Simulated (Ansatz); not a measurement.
C2H5ClOSi can be A, `O/C(Cl)=C/[SiH3]`, or B, `O[SiH2]/C=C/Cl`.

Isolated molecules relaxed with PBE0-D4/def2-TZVP in Ansatz; ΔE leaves out vibrations. CCSD(T)/CBS is the MP2 limit (def2-TZVPP, def2-QZVPP) plus CCSD(T) − MP2 in def2-TZVPP, frozen cores. Double bonds are as drawn, so ΔE can hold a change between cis and trans. DFT in def2-TZVPP. B3LYP here is the variant with VWN-RPA as its local correlation; programs differ in this. One conformer a species, not always the lowest.

A:

Z-matrix (Å, degrees):
```
Si
C 1 1.850
H 1 1.486 2 108.0
H 1 1.487 2 111.6 3 -119.5
H 1 1.488 2 111.6 3 119.5
C 2 1.328 1 124.8 3 179.7
H 2 1.086 1 120.3 3 -0.3
Cl 6 1.738 2 122.0 1 0.0
O 6 1.339 2 124.4 1 -180.0
H 9 0.962 6 110.0 2 -180.0
```

B:

```xyz
10

O    -0.617    0.040   -1.837
Si   -1.178    0.185   -0.294
C     0.194   -0.058    0.932
C     1.401   -0.436    0.536
Cl    2.737   -0.684    1.597
H    -0.212    0.811   -2.236
H    -1.787    1.526   -0.069
H    -2.215   -0.861   -0.124
H     0.021    0.107    1.993
H     1.657   -0.630   -0.499
```

Problem. Which is lower in electronic energy at CCSD(T)/CBS, and by how much? (An estimate is asked.)

Solution. The calculation gave: B, by 35.5 kcal/mol.

Problem. Give E(B) − E(A) in kcal/mol with HF/def2-TZVPP, PBE-D4, B3LYP-D4, ωB97M-V, CCSD/def2-TZVPP, B2PLYP, MP2/def2-TZVPP. (An estimate is asked.)

Solution. Computed: HF/def2-TZVPP -38.2, PBE-D4 -29.4, B3LYP-D4 -33.5, ωB97M-V -33.4, CCSD/def2-TZVPP -35.8, B2PLYP -34.9, MP2/def2-TZVPP -35.6. None reverses the order clearly.

Largest T1 diagnostic: 0.012.

In def2-TZVPP, CCSD(T) changes the Hartree–Fock value by +3.4 kcal/mol (the triples alone add +1.0 kcal/mol) and MP2 by +2.6 kcal/mol. From PBE to PBE0 (25 % exact exchange), in def2-TZVPP and without D4, E(B) − E(A) moves by −1.8 kcal/mol.
